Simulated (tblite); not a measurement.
A geometry optimisation, step by step.

Species: C4H13FN2Si2.
Atom-mapped SMILES: `[CH3:1][C@@H:2]1[NH:3][SiH2:4][N:5]([CH3:6])[SiH2:7][C@H:8]1[F:9]` (hydrogens: H10, H11, H12 on C1; H13 on C2; H14 on N3; H15, H16 on Si4; H17, H18, H19 on C6; H20, H21 on Si7; H22 on C8)

Computed with GFN2-xTB (tblite), gas phase: L-BFGS steps from a force-field or distance-geometry start until the largest atomic force falls under 0.01 eV/Å. 7 of its 98 geometries are shown.

Step 0: E = -796.1462 eV, largest atomic force 2.634 eV/Å
```
atom  x, y, z in Å  |  force x, y, z in eV/Å
C1     -2.908    0.004    0.065   -1.257   0.288  -0.704
C2     -1.428    0.045    0.386   -1.612   0.131   1.513
N3     -0.949    1.255   -0.183    1.271   0.644  -1.074
Si4     0.756    1.610   -0.046   -0.239   0.624  -0.665
N5      1.769    0.244   -0.562   -1.801  -0.306   1.051
C6      2.973    0.241    0.216    0.879  -0.299   0.767
Si7     0.944   -1.306   -0.399    2.548  -0.310  -0.591
C8     -0.865   -1.214   -0.178   -1.079  -0.925  -0.451
F9     -1.293   -2.270    0.631    0.022  -0.034  -0.113
H10    -3.504   -0.549    0.814    0.301   0.193  -0.684
H11    -2.968   -0.444   -0.959   -0.644   0.212   0.892
H12    -3.291    1.037   -0.038   -0.010  -0.502   0.371
H13    -1.375    0.020    1.521    0.607   0.324  -1.089
H14    -1.312    1.337   -1.160    0.449   0.006   1.170
H15     1.050    2.731   -0.960   -0.110  -0.256   0.025
H16     1.149    2.102    1.313   -0.457  -0.385  -0.302
H17     2.800    0.889    1.114    0.971  -0.610  -0.652
H18     3.196   -0.803    0.567    0.304   1.166  -0.338
H19     3.792    0.616   -0.416   -0.089  -0.059   0.462
H20     1.208   -2.064   -1.637    0.024   0.091  -0.048
H21     1.604   -2.064    0.691   -0.445   0.063  -0.033
H22    -1.359   -1.397   -1.166    0.366  -0.055   0.494
```

Step 16: E = -797.3579 eV, largest atomic force 0.210 eV/Å
```
atom  x, y, z in Å  |  force x, y, z in eV/Å
C1     -3.033    0.063    0.073    0.005  -0.021  -0.023
C2     -1.511    0.038    0.263   -0.109   0.119   0.080
N3     -0.900    1.188   -0.353    0.054   0.079   0.011
Si4     0.726    1.611   -0.040    0.106   0.098   0.025
N5      1.712    0.168   -0.044   -0.040  -0.018   0.047
C6      3.122    0.263    0.287    0.005   0.024  -0.015
Si7     1.016   -1.380   -0.340    0.163  -0.112  -0.059
C8     -0.897   -1.268   -0.253   -0.106  -0.032   0.064
F9     -1.299   -2.289    0.603   -0.126  -0.143   0.087
H10    -3.523   -0.571    0.810    0.086  -0.002  -0.091
H11    -3.289   -0.304   -0.922   -0.031   0.084   0.038
H12    -3.416    1.080    0.183    0.113  -0.119   0.027
H13    -1.295    0.100    1.334    0.070  -0.031   0.069
H14    -1.345    1.470   -1.209    0.008  -0.074  -0.058
H15     1.059    2.591   -1.073    0.102  -0.045  -0.037
H16     0.888    2.141    1.317   -0.075   0.093   0.059
H17     3.274    0.897    1.161   -0.092   0.087  -0.028
H18     3.541   -0.714    0.521   -0.118  -0.033  -0.100
H19     3.694    0.690   -0.540   -0.060  -0.009  -0.024
H20     1.354   -1.938   -1.666    0.028   0.089   0.030
H21     1.467   -2.291    0.714   -0.034  -0.038   0.023
H22    -1.356   -1.527   -1.212    0.052   0.005  -0.124
```

Step 32: E = -797.4330 eV, largest atomic force 0.097 eV/Å
```
atom  x, y, z in Å  |  force x, y, z in eV/Å
C1     -3.010    0.071    0.101    0.021  -0.011  -0.008
C2     -1.490    0.035    0.268   -0.044   0.000   0.019
N3     -0.897    1.190   -0.367   -0.013  -0.055  -0.012
Si4     0.722    1.626   -0.017   -0.055   0.015   0.009
N5      1.648    0.153    0.098   -0.027  -0.026  -0.031
C6      3.077    0.276    0.276    0.034   0.000   0.006
Si7     1.007   -1.401   -0.284    0.054  -0.067  -0.045
C8     -0.909   -1.287   -0.257    0.013   0.049  -0.006
F9     -1.384   -2.318    0.554   -0.008   0.030  -0.039
H10    -3.486   -0.654    0.758    0.055   0.017  -0.039
H11    -3.273   -0.172   -0.929   -0.033   0.071   0.036
H12    -3.382    1.067    0.339    0.007  -0.073   0.007
H13    -1.241    0.093    1.333   -0.007   0.014  -0.008
H14    -1.273    1.359   -1.286    0.015  -0.044   0.006
H15     1.216    2.492   -1.088   -0.021  -0.011  -0.020
H16     0.770    2.265    1.301    0.015   0.017   0.033
H17     3.295    0.935    1.115    0.008   0.046   0.036
H18     3.522   -0.695    0.469    0.007  -0.044   0.015
H19     3.545    0.697   -0.616    0.039   0.010  -0.028
H20     1.427   -1.836   -1.634   -0.035  -0.005   0.069
H21     1.428   -2.372    0.731   -0.011   0.045  -0.014
H22    -1.322   -1.504   -1.250   -0.013   0.025   0.015
```

Step 48: E = -797.4509 eV, largest atomic force 0.060 eV/Å
```
atom  x, y, z in Å  |  force x, y, z in eV/Å
C1     -3.013    0.072    0.130    0.025  -0.001   0.009
C2     -1.494    0.044    0.278    0.027  -0.016  -0.023
N3     -0.905    1.188   -0.381    0.001   0.009   0.010
Si4     0.715    1.626   -0.026    0.020  -0.022  -0.013
N5      1.656    0.159    0.086    0.001  -0.018  -0.019
C6      3.086    0.281    0.278   -0.006   0.007  -0.006
Si7     1.006   -1.399   -0.269   -0.012  -0.011   0.008
C8     -0.911   -1.264   -0.274    0.013  -0.017  -0.005
F9     -1.419   -2.326    0.473    0.008  -0.005   0.011
H10    -3.456   -0.751    0.683   -0.007  -0.020  -0.005
H11    -3.289   -0.023   -0.920   -0.013   0.015   0.001
H12    -3.404    1.010    0.512   -0.014   0.017   0.006
H13    -1.238    0.111    1.341    0.021  -0.009  -0.040
H14    -1.202    1.250   -1.342   -0.058   0.007   0.014
H15     1.186    2.471   -1.122    0.011   0.026   0.002
H16     0.756    2.275    1.288    0.006   0.002   0.003
H17     3.296    0.969    1.098    0.000  -0.008   0.006
H18     3.524   -0.688    0.507   -0.021   0.017   0.016
H19     3.571    0.671   -0.621   -0.002  -0.010  -0.008
H20     1.416   -1.889   -1.599    0.016   0.008   0.022
H21     1.413   -2.340    0.778   -0.014   0.008   0.013
H22    -1.305   -1.429   -1.285    0.000   0.020   0.000
```

Step 65: E = -797.4593 eV, largest atomic force 0.041 eV/Å
```
atom  x, y, z in Å  |  force x, y, z in eV/Å
C1     -3.002    0.067    0.154    0.029   0.009   0.009
C2     -1.481    0.037    0.263    0.020  -0.004   0.005
N3     -0.908    1.188   -0.394   -0.011   0.017   0.020
Si4     0.714    1.630   -0.061   -0.003  -0.004   0.001
N5      1.652    0.162    0.048    0.004   0.001  -0.008
C6      3.077    0.282    0.276   -0.006  -0.009  -0.001
Si7     1.006   -1.409   -0.254    0.004   0.002   0.007
C8     -0.908   -1.266   -0.311    0.009   0.006  -0.008
F9     -1.430   -2.338    0.411    0.001   0.000  -0.012
H10    -3.428   -0.813    0.629   -0.012   0.001  -0.016
H11    -3.299    0.087   -0.894   -0.031  -0.026   0.003
H12    -3.389    0.957    0.643   -0.026   0.020  -0.002
H13    -1.197    0.095    1.319    0.009  -0.036   0.010
H14    -1.264    1.294   -1.330    0.009   0.016  -0.012
H15     1.184    2.496   -1.141   -0.005  -0.012  -0.013
H16     0.766    2.266    1.260    0.005   0.018   0.005
H17     3.269    1.000    1.074    0.003  -0.004  -0.021
H18     3.494   -0.681    0.561    0.013   0.004   0.011
H19     3.592    0.626   -0.624   -0.014   0.000   0.011
H20     1.474   -1.954   -1.541   -0.006  -0.002   0.008
H21     1.357   -2.300    0.854    0.007  -0.008   0.014
H22    -1.290   -1.407   -1.329    0.001   0.012  -0.009
```

Step 81: E = -797.4673 eV, largest atomic force 0.056 eV/Å
```
atom  x, y, z in Å  |  force x, y, z in eV/Å
C1     -3.004    0.047    0.175    0.015  -0.011   0.001
C2     -1.480    0.015    0.268    0.003   0.018   0.015
N3     -0.921    1.206   -0.329    0.017  -0.003  -0.033
Si4     0.720    1.635   -0.075    0.019  -0.015  -0.004
N5      1.648    0.162    0.050   -0.006  -0.022  -0.006
C6      3.073    0.283    0.272   -0.017   0.013  -0.004
Si7     1.006   -1.417   -0.219   -0.044  -0.009   0.005
C8     -0.900   -1.251   -0.380   -0.013   0.030   0.030
F9     -1.471   -2.363    0.238    0.028  -0.005  -0.041
H10    -3.424   -0.838    0.645   -0.006   0.000  -0.004
H11    -3.318    0.071   -0.868    0.006  -0.002   0.008
H12    -3.389    0.932    0.677    0.016  -0.018  -0.017
H13    -1.189    0.013    1.324    0.009  -0.011   0.009
H14    -1.328    1.388   -1.233    0.002   0.015  -0.008
H15     1.173    2.450   -1.202   -0.023   0.000  -0.021
H16     0.861    2.330    1.210   -0.022  -0.003   0.019
H17     3.269    1.060    1.012    0.011  -0.020   0.005
H18     3.482   -0.660    0.631   -0.001   0.046  -0.017
H19     3.591    0.558   -0.650    0.002  -0.034   0.010
H20     1.520   -2.035   -1.453    0.012   0.015   0.002
H21     1.302   -2.258    0.945   -0.013  -0.005   0.002
H22    -1.231   -1.311   -1.425    0.005   0.023   0.051
```

Step 97: E = -797.4707 eV, largest atomic force 0.008 eV/Å
```
atom  x, y, z in Å  |  force x, y, z in eV/Å
C1     -2.999    0.033    0.192   -0.001   0.000  -0.002
C2     -1.476    0.008    0.279   -0.001   0.003   0.000
N3     -0.926    1.212   -0.302   -0.001   0.002  -0.008
Si4     0.722    1.633   -0.089    0.000   0.003   0.001
N5      1.645    0.159    0.052   -0.001   0.001  -0.001
C6      3.071    0.282    0.268    0.002   0.000  -0.002
Si7     1.002   -1.422   -0.192   -0.001   0.001   0.000
C8     -0.891   -1.231   -0.411   -0.001   0.001   0.001
F9     -1.488   -2.374    0.116   -0.003  -0.002   0.002
H10    -3.415   -0.864    0.644    0.004   0.002   0.004
H11    -3.314    0.074   -0.850   -0.001  -0.003   0.003
H12    -3.385    0.907    0.710   -0.003  -0.006  -0.002
H13    -1.177   -0.015    1.333    0.000  -0.004   0.001
H14    -1.362    1.426   -1.185    0.003  -0.002  -0.001
H15     1.144    2.420   -1.249    0.002   0.004   0.003
H16     0.887    2.353    1.180   -0.003  -0.001   0.001
H17     3.276    1.091    0.969    0.004   0.001   0.000
H18     3.474   -0.644    0.674   -0.001   0.000   0.001
H19     3.593    0.502   -0.667    0.000  -0.007   0.000
H20     1.554   -2.067   -1.394    0.004  -0.001   0.004
H21     1.246   -2.240    1.001   -0.002   0.002  -0.005
H22    -1.189   -1.223   -1.467    0.000   0.005   0.001
```

Task: Summarise the path.

Result: The energy falls by 1.3245 eV from step 0 to step 97; nine tenths of that is first reached at step 14. It falls at every step. The largest force goes from 2.634 to 0.008 eV/Å. Among the bonds Si7–C8 changes most, from 1.825 to 1.916 Å; the atoms move by 0.402 Å rms after alignment.

What follows is the cost of the whole relaxation. On an Arm Neoverse N1 with one thread, shared host with 64 logical CPUs at a one-minute load of 52, this took 1.6 s.
